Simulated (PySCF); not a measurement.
# Reading the logs of faulty runs: BCH4NO

Calculated results; nothing here was measured. They come from PySCF 2.14.0, an open-source quantum chemistry program, on an isolated molecule that a program drew, which may never have been made. The molecule is BCH4NO (charge 0, singlet), drawn as the SMILES string `NC=BO`.

Each row is a Hartree-Fock (HF) and frozen-core CCSD(T) single point in the cc-pVDZ basis, meant for a local HF minimum. Run 1 is clean. Each other run has one planted mistake out of seven kinds, and not every kind appears here: one electron removed, one electron added, multiplicity raised by two, geometry at a saddle point, minimal basis STO-3G, one bond length entered in bohr, all coordinates scaled. The reference is restricted for singlets and unrestricted otherwise, and also for a bond in bohr. Adding or removing an electron swaps singlet and doublet. Electrons count all cores. HOMO and LUMO are orbital energies over both spins, the gradient is its largest component, and the lowest frequency (negative if imaginary) is given only where the gradient is small. Bond lengths are over the 7 bonds as drawn. T1 is the CCSD diagnostic: over 0.02 (restricted) or 0.045 (unrestricted) a single reference is doubtful.

Geometry of the clean run:
```xyz
8
BCH4NO, angstrom
N    -0.4121    1.7012   -0.7717
C    -0.2478    0.2788   -0.9016
B    -0.0966   -0.6998    0.0772
O     0.1054   -1.6495    0.9685
H    -0.2389    2.0032    0.1703
H    -1.3614    1.9638   -0.9817
H    -0.1825   -0.0712   -1.9293
H     1.0138   -1.7702    1.2122
```

```
run  electrons  basis functions  <S^2>  HOMO (eV)  LUMO (eV)  gradient (hartree/bohr)  lowest frequency (cm^-1)  mean bond (Å)  longest bond (Å)      T1  HF (hartree)  CCSD(T) (hartree)               mistake
  1         30               76  0.000      -7.58       3.74                  2.1e-05                       152         1.1707             1.438  0.0137    -194.17488         -194.78759              no fault
  2         31               76  0.793       2.25       9.49                  7.9e-02                         -         1.1707             1.438  0.0226    -194.06198         -194.69125    one electron added
  3         29               76  0.757     -16.45      -5.49                  9.4e-02                         -         1.1707             1.438  0.0326    -193.93717         -194.52119  one electron removed
  4         30               76  2.013      -4.90       1.79                  5.6e-02                         -         1.1707             1.438  0.0261    -194.08227         -194.67314                     ?
```

**Which mistake was planted in run 4, and what did it cost?**

Electrons, basis and geometry are unchanged, and <S^2> is 2.013, beside S(S+1) = 2.00 for a multiplicity of 3. So the mistake is: multiplicity raised by two. Subtracting run 1 and multiplying by 627.51 kcal/mol a hartree, the energy moved by 58.1 kcal/mol in HF and 71.8 kcal/mol in CCSD(T).

Cautions from the logs. Run 2: the HOMO is above zero, so the electron isn't bound and the energy depends on the basis.
